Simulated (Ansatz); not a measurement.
`BC(C)C` + CH₃OH → `COC(C)C` + BH₃ at 700 K and 1 bar (substitution at a C–B bond).

Calculated with Ansatz (gas phase, PBE0-D4/def2-TZVP geometries, no zero-point term in ΔE). CCSD(T)/CBS adds triple-zeta CCSD(T) − MP2 to the extrapolated MP2 energy (def2 sets, frozen cores). This one scheme is used for every species. Each species was taken in one conformer, which may not be the lowest.

| species | CCSD(T)/CBS energy (Eh) | H − E (kJ/mol) | S (J/(mol·K)) |
| --- | --- | --- | --- |
| `BC(C)C` | -144.34943 | 372.3 | 424.3 |
| CH₃OH | -115.61712 | 170.8 | 288.5 |
| `COC(C)C` | -233.39375 | 442.0 | 461.9 |
| BH₃ | -26.55200 | 96.5 | 225.0 |

H − E and S are ideal-gas, rigid-rotor, harmonic terms from PBE0-D4/def2-TZVP, for one conformer and one mirror image of each species. 1 Eh = 2625.50 kJ/mol, R = 8.31446 J/(mol·K).

**Question.** By hand: ΔE, ΔH, ΔS and ΔG.

**Answer.** ΔE = (-233.39375) + (-26.55200) − (-144.34943) − (-115.61712) = 0.02080 Eh = 54.6 kJ/mol. Δ(H − E) = 442.0 + 96.5 − 372.3 − 170.8 = -4.6, so ΔH = 50.0 kJ/mol. ΔS = 461.9 + 225.0 − 424.3 − 288.5 = -25.9 J/(mol·K). ΔG = 50.0 − 700 × (-25.9)/1000 = 68.1 kJ/mol.

**Question.** By hand: the equilibrium constant, and the temperature at which ΔG would vanish if ΔH and ΔS stayed fixed.

**Answer.** log₁₀ K = −ΔG/(RT ln 10) = -5.1. ΔH and −TΔS have one sign here, so there is no such temperature.

TΔS isn't small against ΔH here. A doubt of 5 kJ/mol in ΔE shifts log₁₀ K by 0.4 here. Other conformers and mirror images would add mixing entropy, several J/(mol·K) or more a flexible species. These are equilibria of isolated gas molecules and say nothing of rates. Largest T1 diagnostic: 0.010 (customary marks: 0.02 for closed shells, 0.045 for open ones).
